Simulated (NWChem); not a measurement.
Molecule: C$_{3}$H$_{9}$OSi, doublet; SMILES [O][Si](C)(C)C

```xyz
14

C      1.5592     0.9011    -0.5137
Si    -0.0169    -0.0093    -0.0275
C     -0.0101    -1.7712    -0.6679
C     -1.5446     0.9145    -0.6011
O      0.0926     0.0242     1.6598
H      1.6128     0.9559    -1.6135
H      1.5663     1.9253    -0.1131
H      2.4529     0.3742    -0.1486
H     -0.8951    -2.3251    -0.3171
H     -0.0186    -1.7920    -1.7698
H      0.8851    -2.3085    -0.3191
H     -1.5874     0.9598    -1.7014
H     -1.5460     1.9438    -0.2112
H     -2.4636     0.4181    -0.2517
```
Atoms are numbered in this order, from 1.

Results from NWChem. Spin-unrestricted. The radical's symmetric form is orbitally degenerate, so geometry and low modes hang on which distorted state is reached. Coordinates come from a PBE0/def2-SVP, spin-unrestricted optimisation. No stability test was run on the SCF state. B3LYP is NWChem's, with the RPA form of VWN correlation. Level: B3LYP/def2-SVP with SMD (1 M gas to 1 M solution), gas-phase geometry. Reactions with the solvent are ignored.

Q: Predict the results for solvent chlorobenzene. Quantities: solvation free energy (kcal/mol); cavity-dispersion-structure term (kcal/mol); dipole in solution (D).

A: 
- solvation free energy (kcal/mol): -3.3
- cavity-dispersion-structure term (kcal/mol): -0.5
- dipole in solution (D): 2.78
